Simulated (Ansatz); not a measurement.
Ti2Te3, relaxed as a singlet with RKS PBE-D4/def2-SVP in Ansatz, starting from the GFN2-xTB geometry. Force threshold 0.02 eV/Å.

In the def2 sets Te takes a core potential; there is no spin–orbit coupling. The restricted singlet is unstable towards broken spin symmetry in Hartree–Fock (as tested in another run); at PBE-D4/def2-SVP this wasn't settled. Another isomer (singlet) lies 1.50 eV lower at PBE0-D4/def2-TZVP; other spin states weren't run for this one.

Start:

```xyz
5

Ti   -0.095   -1.565    1.635
Ti   -0.516   -0.373   -0.861
Te   -2.672    0.681    0.109
Te    2.338   -0.406   -1.078
Te    0.945    1.663    0.196
```

(1) Estimate the energy that the relaxation releases and the steps that it takes.

(2) Does the start keep its bonding?

(3) Predict the relaxed structure.

Answers

(1) 334.8 kJ/mol, in 11 steps; 15 s on 4 threads of Intel Xeon 6975P-C on a shared host. No frequencies were taken in this run, so the end may be a saddle point.

(2) Bonds formed: Ti1–Te4 (atoms count from 1).

(3) 
```xyz
5

Ti   -0.127   -0.771    0.976
Ti   -0.527   -0.117   -1.128
Te   -2.587    0.065    0.513
Te    2.153   -0.804   -0.660
Te    1.088    1.627    0.298
```
Bond lengths (bridged metal pairs left out): 6 × Te–Ti 2.64 to 2.81 Å; 1 × Te–Te 2.82 Å.
